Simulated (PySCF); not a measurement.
Nuclear quadrupole coupling in `COCOC1=C([SiH2]Cl)C1`

Species: C5H9ClO2Si.
Z-matrix (Å and degrees, GFN2-xTB geometry), rows numbered from 1:
```
C 
O   1  1.4169
C   2  1.3783  1  115.31
O   3  1.4267  2  112.72  1    75.67
C   4  1.3167  3  116.93  2   -97.15
C   5  1.3153  4  152.54  3    -7.16
Si  6  1.8415  5  153.86  4     4.54
Cl  7  2.0327  6  107.50  5    -8.85
C   5  1.4776  4  141.21  3   176.98
H   1  1.0876  2  105.80  3   172.92
H   1  1.0943  2  110.82  3    53.85
H   1  1.0942  2  111.58  3   -68.16
H   3  1.0943  2  106.23  1  -169.10
H   3  1.1030  2  111.99  1   -47.80
H   7  1.4624  6  111.73  5   107.90
H   7  1.4602  6  111.25  5  -126.08
H   9  1.0843  5  119.64  6  -106.10
H   9  1.0848  5  119.56  6   106.03
```

Field gradients from the PBE0/pcSseg-1 density (PySCF, non-relativistic), principal values in atomic units, ordered |Vxx| ≤ |Vyy| ≤ |Vzz|:

| atom | Vxx | Vyy | Vzz |
| --- | --- | --- | --- |
| O2 | -0.1393 | -1.8465 | 1.9858 |
| O4 | -0.4587 | -1.3004 | 1.7591 |
| Cl8 | -1.0057 | -1.1016 | 2.1074 |

**Question.** Find the asymmetry η = (Vxx − Vyy)/Vzz and the couplings χ = eQV/h (234.96 MHz × Q in barn × V in au), with Q(17O) = −0.0256 b, Q(35Cl) = −0.0817 b.

**Answer.** 
```tsv
atom	environment	nucleus	η	χzz (MHz)	χxx (MHz)	χyy (MHz)
O2	ether oxygen	17O	0.86	-11.94	0.84	11.11
O4	ether oxygen	17O	0.48	-10.58	2.76	7.82
Cl8	silicon-bound chlorine	35Cl	0.05	-40.45	19.31	21.15
```

**Question.** What is Vzz at O2 in SI units (1 au = 9.71736 × 10²¹ V/m²)?

**Answer.** 1.9858 au = 19.297 × 10²¹ V/m².

**Question.** And the gradient at the other heavy atoms, for which no coupling is worked out here?

**Answer.** 
```json
{"atom": "C1", "environment": "methoxy carbon", "Vzz (au)": "0.422", "η": "0.06"}
{"atom": "C3", "environment": "sp3 carbon bearing two oxygens", "Vzz (au)": "-0.445", "η": "0.85"}
{"atom": "C5", "environment": "vinylic carbon bearing oxygen", "Vzz (au)": "-0.443", "η": "0.20"}
{"atom": "C6", "environment": "fully substituted alkene carbon", "Vzz (au)": "0.134", "η": "0.82"}
{"atom": "Si7", "environment": "chlorine-bound silicon", "Vzz (au)": "0.771", "η": "0.31"}
{"atom": "C9", "environment": "allylic carbon", "Vzz (au)": "0.203", "η": "0.36"}
```

Were the hydrogens deuterons (Q(2H) = 0.00286 b), χzz would run from 107 kHz (H15 and H16) to 216 kHz (H17 and H18).

Geometry: GFN2-xTB, one conformer, isolated molecule. GFN2-xTB bond lengths can be off by several hundredths of an ångström, more for odd bonds, and the gradients follow them. The basis is small and wasn't made for field gradients, so the couplings can be 20 % off.
